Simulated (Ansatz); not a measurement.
Consider the ligand exchange at the Al–O bond: `BB[O][AlH2]` + `C/C=C/N` → `C/C=C\[NH][AlH2]` + `BBO`.

Calculated with Ansatz (gas phase, PBE0-D4/def2-TZVP geometries, no zero-point term in ΔE). CCSD(T)/CBS adds triple-zeta CCSD(T) − MP2 to the extrapolated MP2 energy (def2 sets, frozen cores). Double bonds are as drawn, so ΔE can hold a change between cis and trans. DFT in def2-TZVPP. B3LYP here is the variant with VWN-RPA as its local correlation; programs differ in this. Each species was taken in one conformer, which may not be the lowest.

`BB[O][AlH2]`:

```xyz
9

B     0.023    0.488    1.988
B    -0.734    0.268    0.511
O    -0.138   -0.131   -0.623
Al    0.545   -0.621   -2.081
H     0.084   -0.385    2.810
H     0.462    1.553    2.327
H    -1.931    0.492    0.472
H     0.584   -2.170   -2.373
H     1.104    0.507   -3.030
```

`C/C=C/N`:

Cartesian coordinates in Å:
```
C 0.245 -0.979 1.387
C -0.329 -0.396 0.141
C 0.175 0.668 -0.482
N -0.370 1.321 -1.580
H 0.512 -2.033 1.258
H 1.148 -0.444 1.692
H -0.462 -0.934 2.223
H -1.225 -0.865 -0.262
H 1.069 1.147 -0.089
H -1.069 0.791 -2.079
H 0.306 1.724 -2.209
```

`C/C=C\[NH][AlH2]`:

Z-matrix (Å, degrees):
```
C
C 1 1.496
H 1 1.097 2 112.1
H 1 1.090 2 111.3 3 -119.8
H 1 1.097 2 112.1 3 120.4
C 2 1.336 1 123.8 3 -60.1
H 2 1.083 1 118.6 3 119.9
N 6 1.386 2 125.7 1 0.0
H 6 1.086 2 119.8 1 -180.0
Al 8 1.784 6 128.3 2 -180.0
H 8 1.011 6 112.3 2 0.0
H 10 1.581 8 116.4 6 -180.0
H 10 1.580 8 117.4 6 0.0
```

`BBO`:

Z-matrix (Å, degrees):
```
B
B 1 1.671
H 1 1.200 2 122.0
H 1 1.200 2 122.0 3 -174.5
O 2 1.357 1 123.3 3 -92.7
H 2 1.214 1 118.1 3 87.3
H 5 0.960 2 113.4 1 -180.0
```

CCSD(T)/CBS gives +32.0 kJ/mol.

Task: Another level gave +32.5 kJ/mol. Which?
A. PBE-D4/def2-TZVPP
B. SCS-MP2/def2-TZVPP
C. HF/def2-TZVPP
D. B3LYP/def2-TZVPP

Result: B. SCS-MP2/def2-TZVPP 32.5, HF/def2-TZVPP 49.5, PBE-D4 27.5, B3LYP 39.4 kJ/mol.

Largest T1 diagnostic among the species: 0.014.

The D4 term adds −4.4 kJ/mol with B3LYP and −2.4 kJ/mol with PBE0; it sums over pairs of atoms, weighted by their polarisabilities, and B3LYP, whose exchange is more repulsive, gets the larger term. In def2-TZVPP, CCSD(T) changes the Hartree–Fock value by −19.5 kJ/mol (the triples alone add −3.2 kJ/mol) and MP2 by −20.7 kJ/mol.
